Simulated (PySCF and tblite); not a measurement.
Results of a calculation; reference values are marked as such.
2‐ethylphenol, C8H10O, numbered as in [CH3:1][CH2:2][c:3]1[cH:4][cH:5][cH:6][cH:7][c:8]1[OH:9].

Search: ETKDG and KDG, MMFF94s, GFN2-xTB, 90 starts; geometries at GFN2-xTB. Weights use B3LYP-D3(BJ)/def2-SVP (IEF-PCM, dichloromethane) energies plus GFN2-xTB zero-point and thermal terms (modes under about 100 cm⁻¹ blended into free rotors). Symmetry numbers and mirror images are counted. Conformers within 3 kcal/mol (GFN2-xTB free energy) were kept, 8 at most. GIAO shieldings: mPW1PW91/pcSseg-1 (IEF-PCM, dichloromethane). Shifts are against TMS (¹H), TMS (¹³C) at the same level. Programs: PySCF with density fitting and tblite.

**Question.** Predict the averaged NMR shifts at 298.15 K.

**Answer.** ¹H: 7.58 (H4, 1H), 7.53 (H6, 1H), 7.24 (H5, 1H), 7.13 (H7, 1H), 2.76 (H2, 2H), 1.23 (H1, 3H) ppm. ¹³C: 162.0 (C8), 136.2 (C3), 135.7 (C4), 133.6 (C6), 126.0 (C5), 120.0 (C7), 28.2 (C2), 18.1 (C1) ppm.

**Question.** How do the conformers differ?

**Answer.** Torsions listed: C1–C2–C3–C4, C3–C8–O9–H9. Of a mirror pair one member is shown.
```csv
conformer,shape,weight %
1,"-94°, 179°",60.9
2,"98°, 0°",21.6
3,"0°, 180°",13.2
4,"0°, 0°",4.3
```

```
signal      1      2      3      4  average
    H1   1.17   1.18   1.45   1.55     1.23
    H2   2.77   2.74   2.76   2.65     2.76
    H4   7.59   7.59   7.53   7.54     7.58
    H5   7.23   7.23   7.28   7.29     7.24
    H6   7.50   7.60   7.53   7.63     7.53
    H7   7.09   7.25   7.07   7.24     7.13
    C1   19.5   18.7   12.3   12.8     18.1
    C2   28.9   28.6   25.8   23.5     28.2
    C3  137.4  134.3  135.2  131.9    136.2
    C4  136.5  136.8  131.5  131.8    135.7
    C5  126.2  126.0  125.7  125.6    126.0
    C6  133.5  134.2  132.9  133.6    133.6
    C7  120.0  120.7  118.8  119.7    120.0
    C8  161.8  162.1  162.7  163.2    162.0
```

**Question.** Which signal moves most, for its nucleus, between 250 and 373.15 K through the change of populations alone?

**Answer.** C1: 18.2 ppm at 250 K, 18.2 ppm at 273.15 K, 18.1 ppm at 298.15 K, 18.0 ppm at 323.15 K, 17.9 ppm at 373.15 K.

H on N, O and S are left out: they exchange, and hydrogen bonds move them by several ppm. Shifts are unscaled: against experiment ¹³C can be off by 15 ppm or more and ¹H by 0.8 ppm.
